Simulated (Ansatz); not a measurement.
Born–Oppenheimer molecular dynamics of CH7FMgO2 (12 atoms, charge 0, multiplicity 1). It starts from a rough guess of a transition structure, not a stationary point.

Level of theory: Ansatz 0.2.0, UKS r2SCAN/STO-3G.

```json
{"ensemble": "NVE (velocity Verlet)", "time step": "0.5 fs", "steps asked": "150", "starting velocities drawn for": "600 K", "seed": "879738"}
```

First frame:

```xyz
12
Properties=species:S:1:pos:R:3
Mg -0.992 -0.401 0.830
F 0.501 -1.954 -0.103
C -2.271 0.215 -0.673
H 1.688 0.421 0.612
O 0.830 1.138 1.222
H 1.511 -1.299 -0.085
O 2.411 -0.401 -0.046
H -1.977 -0.367 -1.540
H -2.071 1.266 -0.851
H -3.325 0.068 -0.470
H 1.261 1.364 2.045
H 2.435 -0.050 -0.939
```

**Question.** How far do the bonds stretch over the last three quarters of this one trajectory? (Pairs bonded in most of those frames.)

**Answer.** 
```tsv
bond	mean (Å)	spread (Å)	shortest	longest
Mg1–F2	1.860	0.207	1.50	2.13
Mg1–C3	2.140	0.292	1.74	2.59
Mg1–O5	1.983	0.218	1.60	2.24
C3–H8	1.104	0.040	1.04	1.18
C3–H9	1.108	0.043	1.03	1.18
C3–H10	1.106	0.038	1.04	1.17
H4–O5	1.185	0.076	1.08	1.33
O5–H11	1.030	0.059	0.93	1.13
H6–O7	1.201	0.050	1.08	1.30
O7–H12	1.027	0.050	0.95	1.11
```

Mean temperature of the second half: 1706 K. The conserved energy stayed within 0.81 meV per atom of its start (net change -0.13 meV per atom), so the integration is sound. The system heated up, since it started high on the potential surface and ran downhill. A run of 0.075 ps of so small a system gives no equilibrium averages. The orbitals stay closed-shell, which can raise the energy where a bond breaks towards radicals; this wasn't checked here. Limits of this set-up: minimal basis.

Time of the run: 15 min on 1 thread of Arm Neoverse V1 (shared host), peak memory 0.18 GiB.
